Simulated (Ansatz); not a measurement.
CH$_{5}$NSi$_{2}$ (`[SiH3][SiH]1C=N1`), 9 atoms. Total charge 0; spin multiplicity 1. All runs use 2 threads of an Arm Neoverse V1 on a shared host. Correlated methods freeze the cores.

How many basis functions does each run have, and how long does it take in Ansatz? RHF-CCSD(T)/def2-SVP energy; RKS HSE06 (plane-wave form)-D4/def2-TZVPP energy; RKS PBE0-D4/def2-QZVPP energy; RKS BHLYP-D4/def2-TZVPP energy; direct RPA on PBE orbitals/def2-TZVPP energy; RHF-MP2/def2-QZVPP energy; RKS ωB97X-V/def2-TZVPP energy; RKS ωB97M-V/def2-SVP energy; RKS ωB97M-V/def2-QZVPP energy; RKS PBE0-D4/def2-TZVP frequencies; RKS PBE0-D4/def2-SVP energy; RKS ωB97M-V/def2-TZVPP energy and forces. (Best estimate.)

The calculation gave: Other jobs shared the machine, so times are rough.

```csv
level,job,functions,wall time,peak host memory (GiB)
RKS PBE0-D4/def2-SVP,energy,89,1.2 s,0.4
RHF-CCSD(T)/def2-SVP,energy,89,2.7 s,0.4
RKS BHLYP-D4/def2-TZVPP,energy,216,3.7 s,0.46
RKS HSE06 (plane-wave form)-D4/def2-TZVPP,energy,216,3.9 s,0.47
RKS ωB97M-V/def2-SVP,energy,89,5.5 s,0.4
direct RPA on PBE orbitals/def2-TZVPP,energy,216,6 s,0.46
RKS ωB97X-V/def2-TZVPP,energy,216,10 s,0.55
RKS PBE0-D4/def2-QZVPP,energy,404,10 s,1.1
RKS ωB97M-V/def2-TZVPP,energy and forces,216,14 s,0.66
RHF-MP2/def2-QZVPP,energy,404,21 s,1.8
RKS ωB97M-V/def2-QZVPP,energy,404,23 s,1.3
RKS PBE0-D4/def2-TZVP,frequencies,166,2.5 min,0.4
```
